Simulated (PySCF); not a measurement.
# InN⁻: energy against distance

Set-up: In def2-SVPD with ECP28, N def2-SVPD; scalar-relativistic core potentials (PySCF 2.14). Energies in eV from In⁻ + N in their ground configurations at the same level. State: ²Π (doublet), unpaired electrons π ↑.

```csv
R (Å),r²SCAN0,PBE
1.767,-1.349,-2.331
1.849,-1.908,-2.923
1.932,-2.206,-3.258
1.993,-2.311,-3.385
2.055,-2.345,-3.433
2.117,-2.327,-3.422
2.199,-2.253,-3.339
2.302,-2.111,-3.166
2.425,-1.911,-2.909
2.589,-1.641,-2.554
```

**Question.** Put a parabola through the three lowest points of the r²SCAN0 curve and estimate Re, k and ωe (reduced mass 12.48 u; 1 eV/Å² = 0.16022 mdyn/Å; ωe = 1302.8·√(k/μ) cm⁻¹).

**Answer.** Through R = 1.993, 2.055, 2.117 Å the second-order coefficient is 6.76 eV/Å², so Re ≈ 2.065 Å, k ≈ 2.17 mdyn/Å and ωe ≈ 543 cm⁻¹. A polynomial fit of higher order to the unrounded r²SCAN0 energies gives Re = 2.061 Å, k = 2.03 mdyn/Å, ωe = 525 cm⁻¹; anharmonicity and rounding make the difference.

The higher-order fit for each curve: r²SCAN0: Re = 2.061 Å, ωe = 525 cm⁻¹, De = 2.34 eV; PBE: Re = 2.072 Å, ωe = 563 cm⁻¹, De = 3.44 eV.

⟨S²⟩ is raised (InN⁻ 1.04), so spin contamination touches these numbers. ⟨S²⟩ of the unrestricted solution departs from its pure value on part of the curve, where spin states mix. These are scalar-relativistic numbers at best; spin–orbit coupling would shift them, the dissociation energy most. For an ion De counts to the pair picked by the measured ionisation energies or electron affinities, which need not be the lowest pair at this level. The highest Kohn–Sham level is positive in this anion. Much of that is self-interaction error, but it also means that the finite basis helps to hold the extra electron. The state was picked by a PBE0 search and need not be the measured ground state.
